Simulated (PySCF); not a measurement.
## Polarisability and C₆ of Sn (tin, neutral)

[Kr] 4d10 5s1 5p3, high-spin 5S determinant (an excited configuration). Calculation: PySCF 2.14, in def2-TZVPPD with the def2 core potential (28 electrons); scalar relativity through the core potential. Coupled (time-dependent) response in atomic units; α is the mean over directions.

```json
{"method": "UHF", "mean α (bohr³)": "50.77", "C₆ (like pair)": "552.1", "S(−4)": "774.0"}
{"method": "PBE", "mean α (bohr³)": "56.96", "C₆ (like pair)": "631.4", "S(−4)": "1100"}
{"method": "PBE0", "mean α (bohr³)": "54.03", "C₆ (like pair)": "592.6", "S(−4)": "945.2"}
{"method": "BHandHLYP", "mean α (bohr³)": "52.62", "C₆ (like pair)": "570.9", "S(−4)": "889.6"}
{"method": "wB97M-V", "mean α (bohr³)": "51.29", "C₆ (like pair)": "538.7", "S(−4)": "896.5"}
```

S(−4) is the Cauchy moment in α(ω) = α(0) + S(−4) ω² + …

α(iu) at wB97M-V:

```csv
u (hartree),α(iu) (bohr³)
0,51.29
0.0500,49.16
0.100,43.92
0.200,31.73
0.300,22.60
0.500,12.80
0.750,7.634
1.00,5.245
1.50,3.107
2.00,2.144
3.00,1.244
5.00,0.5804
```

A single London oscillator, α(iu) = α/(1 + u²/ω²), gives C₆ = (3/4) ω α². Matching the computed C₆ needs ω = 4 × 538.7 / (3 × 51.29²) = 0.273 hartree.

Energies and moments cover only the electrons outside the core potential.
